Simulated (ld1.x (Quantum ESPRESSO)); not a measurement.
The numbers below are computed, except where a source is named.
**Potentials for phosphorus compared**

Generated with ld1.x 7.5 (TM, RRKJ, ultrasoft, PAW), atompaw 4.2 or ONCVPSP 4.0.1. The cutoff is in Ry: for ld1.x and atompaw files where the sum of valence levels is converged to 10 mRy in a Bessel basis, for ONCV files where the hardest occupied wave has 1 mHa per electron of residual kinetic energy. The error is the largest all-electron minus pseudo excitation energy over each file’s own four to seven test configurations (ionisations up to +4, promotions, holes and added fractions of an electron), all of which were solved. The labels leave out finer settings (local radius, basis sizes, second energies), which also bear on the numbers. Spin-polarised tests are not counted. The rows are a selection from randomly drawn settings: files with unsolved tests, undetermined cutoffs or missed reference levels are left out.

| potential | cutoff (Ry) | largest error (meV) | bound ghosts |
| --- | --- | --- | --- |
| TM, PBE, non-relativistic, rc 1.75/2.00 (sp), local smoothed, core correction yes, reference 3s2 3p2.5 | 18 | +171 | none |
| TM, LDA (PZ), scalar-relativistic, rc 1.45/1.65 (sp), local p, core correction yes, reference 3s2 3p3 | 21 | +68 | none |
| PAW, PBE, scalar-relativistic, rc 1.70/1.75/1.85 (spd), local smoothed, core correction yes, reference 3s2 3p1.5 | 12 | -20 | none |
| RRKJ, LDA (PZ), non-relativistic, rc 1.55/1.50/1.25 (spd), local s, core correction yes, reference 3s2 3p3 | 30 | +82 | none |
| RRKJ, PBE, non-relativistic, rc 1.60/1.80 (sp), local s, core correction yes, reference 3s2 3p3 | 35 | +106 | none |
| TM, PBEsol, scalar-relativistic, rc 1.35/1.85 (sp), local smoothed, core correction yes, reference 3s2 3p1.5 | 35 | +140 | none |

Fill in the row for P: PAW, LDA (PZ), scalar-relativistic, rc 0.75/0.80 (sp), local smoothed, core correction yes, reference 2s2 2p6 3s2 3p2.75.

cutoff 200 Ry, largest error -1.9 meV, bound ghosts: none.

Fill in the row for P: TM, Wu–Cohen, scalar-relativistic, rc 1.20/1.80/1.55 (spd), local p, core correction yes, reference 3s2 3p1.

cutoff 50 Ry, largest error +59 meV, bound ghosts: none.

Fill in the row for P: ultrasoft, LDA (PZ), non-relativistic, rc 1.50/1.60 (sp), local smoothed, core correction yes, reference 3s2 3p3.

cutoff 15 Ry, largest error -94 meV, bound ghosts: none.
